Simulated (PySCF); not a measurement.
# One molecule, several mistakes: BC2H7O

These are calculations, not measurements. They come from PySCF 2.14.0, an open-source quantum chemistry program, on an isolated molecule that a program drew, which may never have been made. The molecule is BC2H7O (charge 0, singlet), drawn as the SMILES string `CB(C)O`.

Each row is a Hartree-Fock (HF) and frozen-core CCSD(T) single point in the cc-pVDZ basis, meant for a local HF minimum. Run 1 is clean. Each other run has one planted mistake out of seven kinds, and not every kind appears here: one electron removed, one electron added, multiplicity raised by two, geometry at a saddle point, minimal basis STO-3G, one bond length entered in bohr, all coordinates scaled. The reference is restricted for singlets and unrestricted otherwise, and also for a bond in bohr. Adding or removing an electron swaps singlet and doublet. Electrons count all cores. HOMO and LUMO are orbital energies over both spins, the gradient is its largest component, and the lowest frequency (negative if imaginary) is given only where the gradient is small. Bond lengths are over the 10 bonds as drawn. T1 is the CCSD diagnostic: over 0.02 (restricted) or 0.045 (unrestricted) a single reference is doubtful.

Geometry of the clean run:
```xyz
11
BC2H7O, angstrom
C     0.3045    0.4280   -0.4849
B    -1.1249   -0.0909   -0.0221
C    -2.3931    0.0311   -0.9604
O    -1.3094   -0.6584    1.1997
H     0.7062   -0.2576   -1.2414
H     0.2371    1.4081   -0.9669
H     1.0417    0.4947    0.3217
H    -3.2267   -0.5884   -0.6235
H    -2.1620   -0.2180   -2.0007
H    -2.7340    1.0745   -0.9642
H    -0.5287   -0.6861    1.7311
```

```
run  electrons  basis functions  <S^2>  HOMO (eV)  LUMO (eV)  gradient (hartree/bohr)  lowest frequency (cm^-1)  mean bond (Å)  longest bond (Å)      T1  HF (hartree)  CCSD(T) (hartree)                     mistake
  1         32               91  0.000     -11.76       4.69                  2.5e-05                        80         1.2046             1.590  0.0116    -179.44404         -180.06945                    no fault
  2         32               91  2.015      -4.06      -1.82                  6.7e-02                         -         1.2046             1.590  0.0235    -179.17323         -179.80489  multiplicity raised by two
  3         33               91  0.762       2.91       9.65                  9.0e-02                         -         1.2046             1.590  0.0124    -179.30038         -179.94394          one electron added
  4         32               91  0.000     -11.69       4.44                  2.8e-02                         -         1.2432             1.640  0.0124    -179.43440         -180.06657      all coordinates scaled
  5         31               91  0.773     -19.42      -8.80                  1.3e-01                         -         1.2046             1.590  0.0267    -179.06604         -179.67904                           ?
```

**Which mistake was planted in run 5, and what did it cost?**

It counts 31 electrons, one fewer than the clean run, at the same geometry and basis. So the mistake is: one electron removed. Subtracting run 1 and multiplying by 627.51 kcal/mol a hartree, the energy moved by 237.2 kcal/mol in HF and 245.0 kcal/mol in CCSD(T).

Cautions from the logs. Run 3: the HOMO is above zero, so the electron isn't bound and the energy depends on the basis.
